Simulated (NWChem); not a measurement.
System: C$_{4}$H$_{11}$Ge, doublet; SMILES CC(C)[CH][GeH3]

Output (shortened):

```
             Northwest Computational Chemistry Package (NWChem) 7.3.0
             --------------------------------------------------------

 C1  symmetry detected

                             Geometry "geometry" -> ""
                             -------------------------

 Output coordinates in angstroms (scale by  1.889725989 to convert to a.u.)

  No.       Tag          Charge          X              Y              Z
 ---- ---------------- ---------- -------------- -------------- --------------
    1 C                    6.0000    -1.29616092    -2.26351407    -0.01324849
    2 C                    6.0000     0.00438911    -1.49220123    -0.26932342
    3 C                    6.0000     1.22357398    -2.39434475    -0.05302909
    4 C                    6.0000     0.07997333    -0.27140372     0.59783262
    5 Ge                  32.0000     0.00393124     1.54065704    -0.04387935
    6 H                    1.0000    -1.36508564    -3.14648435    -0.66902399
    7 H                    1.0000    -1.34247612    -2.61517450     1.03052280
    8 H                    1.0000    -2.18042840    -1.63422196    -0.19506357
    9 H                    1.0000     0.00298720    -1.18074098    -1.33009172
   10 H                    1.0000     1.26922127    -2.74452779     0.99138428
   11 H                    1.0000     2.16172510    -1.86169540    -0.26974151
   12 H                    1.0000     1.17715433    -3.28252807    -0.70348791
   13 H                    1.0000     0.13933264    -0.45162629     1.67998880
   14 H                    1.0000     0.37699053     2.52257692     1.08235400
   15 H                    1.0000    -1.41191684     1.89705649    -0.55614306
   16 H                    1.0000     0.97604314     1.72512318    -1.22994874

 Effective nuclear repulsion energy (a.u.)     335.9209344932

  xc_inp: hfexch multiplicative factor not found.

                                 NWChem DFT Module
                                 -----------------

 Summary of "ao basis" -> "ao basis" (spherical)
 ------------------------------------------------------------------------------
       Tag                 Description            Shells   Functions and Types
 ---------------- ------------------------------  ------  ---------------------
 C                          def2-svp                 6       14   3s2p1d
 Ge                         def2-svp                12       32   5s4p3d
 H                          def2-svp                 3        5   2s1p

            General Information
            -------------------
          SCF calculation type: DFT
          Wavefunction type:  spin polarized.
          No. of atoms     :    16
          No. of electrons :    67
           Alpha electrons :    34
            Beta electrons :    33
          Charge           :     0
          Spin multiplicity:     2
          Use of symmetry is: off; symmetry adaption is: off
          Maximum number of iterations: 150
          AO basis - number of functions:   143
                     number of shells:    69
          Convergence on energy requested:  1.00D-06
          Convergence on density requested:  1.00D-05
          Convergence on gradient requested:  5.00D-04

              XC Information
              --------------
                     Hartree-Fock (Exact) Exchange  1.000

      Superposition of Atomic Density Guess
      -------------------------------------

 Sum of atomic energies:       -2231.03480157

      Non-variational initial energy
      ------------------------------

 Total energy =   -2234.190670
 1-e energy   =   -3769.907400
 2-e energy   =    1199.795796
 HOMO         =      -0.158004
 LUMO         =       0.079057

     ---------------------------------------------
      Total Density - Mulliken Population Analysis
     ---------------------------------------------

    Atom       Charge   Shell Charges
 -----------   ------   -------------------------------------------------------
    1 C    6     6.22   1.99  0.96  0.18  2.03  1.02  0.02
    2 C    6     6.21   1.99  0.96  0.25  1.94  1.03  0.05
    3 C    6     6.22   1.99  0.96  0.19  2.04  1.02  0.02
    4 C    6     6.32   1.99  1.00  0.35  1.86  1.10  0.02
    5 Ge  32    31.58   2.00  2.00  2.00  1.06  0.26  6.00  5.98  1.22  0.97  8.13  1.82  0.15
    6 H    1     0.90   0.67  0.20  0.02
    7 H    1     0.91   0.67  0.21  0.02
    8 H    1     0.90   0.67  0.20  0.02
    9 H    1     0.91   0.69  0.20  0.02
   10 H    1     0.91   0.67  0.21  0.02
   11 H    1     0.90   0.67  0.20  0.02
   12 H    1     0.90   0.67  0.20  0.02
   13 H    1     0.91   0.67  0.21  0.03
   14 H    1     1.08   0.68  0.39  0.01
   15 H    1     1.07   0.68  0.39  0.01
   16 H    1     1.08   0.68  0.39  0.01

     --------------------------------------------
      Spin Density - Mulliken Population Analysis
     --------------------------------------------

    Atom       Charge   Shell Charges
 -----------   ------   -------------------------------------------------------
    1 C    6     0.03   0.00  0.01 -0.01  0.03  0.01  0.00
    2 C    6     0.01   0.00  0.00  0.00  0.01 -0.00  0.01
    3 C    6     0.03   0.00  0.01 -0.01  0.02  0.00  0.00
    4 C    6     0.77   0.00  0.00  0.00  0.41  0.36  0.00
    5 Ge  32     0.03   0.00  0.00  0.00  0.00 -0.00  0.00  0.00  0.00  0.01  0.00 -0.00  0.02
    6 H    1     0.02   0.01  0.01  0.00
    7 H    1     0.00   0.00  0.00  0.00
    8 H    1     0.00   0.00  0.00  0.00
    9 H    1     0.00   0.00  0.00  0.00
   10 H    1     0.00   0.00  0.00  0.00
   11 H    1     0.00   0.00  0.00  0.00
   12 H    1     0.01   0.01  0.01  0.00
   13 H    1     0.01   0.00  0.00  0.01
   14 H    1     0.00   0.00  0.00  0.00
   15 H    1     0.05   0.03  0.02 -0.00
   16 H    1     0.03   0.02  0.01 -0.00

[...]
```

Level: UHF/def2-SVP. Coordinates come from a PBE0/def2-SVP, spin-unrestricted optimisation. Not confirmed as a minimum by frequencies. No stability test was run on the SCF state.

Problem. Write an input that gives this output.

Solution. Several could match; the one computed here: the input that was run:
```
start job
memory heap 200 mb stack 900 mb global 1100 mb
geometry units angstroms noautoz
  C     -1.374530    -2.183966     0.097351
  C     -0.063792    -1.475635    -0.266189
  C      1.125017    -2.434009    -0.142454
  C      0.138173    -0.257914     0.584919
  Ge     0.096353     1.554325    -0.059427
  H     -1.537086    -3.064098    -0.545589
  H     -1.353746    -2.530785     1.143560
  H     -2.239936    -1.513916    -0.017103
  H     -0.135336    -1.166749    -1.325297
  H      1.237488    -2.783704     0.897053
  H      2.066844    -1.946834    -0.436443
  H      0.985049    -3.320402    -0.781858
  H      0.275304    -0.438407     1.659946
  H      0.603990     2.519915     1.027625
  H     -1.337586     1.976238    -0.459263
  H      0.978142     1.690007    -1.320311
end
basis spherical
  * library def2-svp
end
dft
  odft
  mult 2
  xc hfexch
  iterations 150
  mulliken
end
task dft energy
```
